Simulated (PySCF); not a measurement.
C5H7N, SMILES C#CC/C=N/C.

The structure is a stationary point at PBE-D3(BJ)/def2-SVP. The structure was generated by enumeration; whether it is a known compound was not checked. Other conformers were not sampled.

All values below come from SMD-ωB97X/6-31G* (PySCF).

Solvation free energies are E(SMD) − E(gas) at the gas-phase geometry, for 1 M in both phases. In vacuum the dipole moment is 1.29 D.

Computed solvation free energies in water, acetonitrile, N,N-dimethylformamide:
| solvent | ΔG(solv) (kcal/mol) | its non-electrostatic (CDS) part | dipole (D) |
|---|---|---|---|
| water | -5.1 | 2.1 | 1.80 |
| acetonitrile | -6.4 | 0.6 | 1.79 |
| N,N-dimethylformamide | -5.2 | 1.7 | 1.79 |
